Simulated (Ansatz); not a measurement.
C3InN3O3, SMILES `O=C=[N][In]([N]=C=O)[N]=C=O`, relaxed with RKS PBE0-D4/def2-TZVP in Ansatz 0.2.0 from a PBE-D4/def2-SVP geometry. The force threshold is 0.005 eV/Å; the program also tests the step.

Total charge 0; spin multiplicity 1. In: def2 effective core potential.

Start:

```xyz
10

O     3.928   -1.284   -0.311
C     2.762   -1.162   -0.454
N     1.557   -1.118   -0.678
In   -0.002   -0.008    0.009
N     0.307    1.403    1.442
C    -0.399    2.217    2.029
O    -0.990    3.031    2.647
N    -1.872   -0.314   -0.730
C    -2.362   -1.051   -1.579
O    -2.929   -1.715   -2.374
```

```
step  energy (eV)  largest force (eV/Å)  largest move (Å)
   1  -18888.0888                 1.617             0.000
   2  -18888.2229                 0.178             0.081
   3  -18888.2245                 0.115             0.003
   4  -18888.2260                 0.037             0.006
   5  -18888.2260                 0.016             0.003
   6  -18888.2261                 0.006             0.006
   7  -18888.2261                 0.000             0.002
```

End:

```xyz
10

O     3.859   -1.262   -0.289
C     2.713   -1.148   -0.450
N     1.529   -1.094   -0.678
In    0.000   -0.002    0.002
N     0.309    1.384    1.407
C    -0.384    2.178    1.997
O    -0.982    2.968    2.607
N    -1.839   -0.297   -0.723
C    -2.329   -1.029   -1.548
O    -2.876   -1.698   -2.327
```

Hardware: 2 threads of an AMD EPYC 7R13 on a shared host and a share of an NVIDIA H100 80 GB. Wall time 49 s, peak host memory 0.97 GiB.
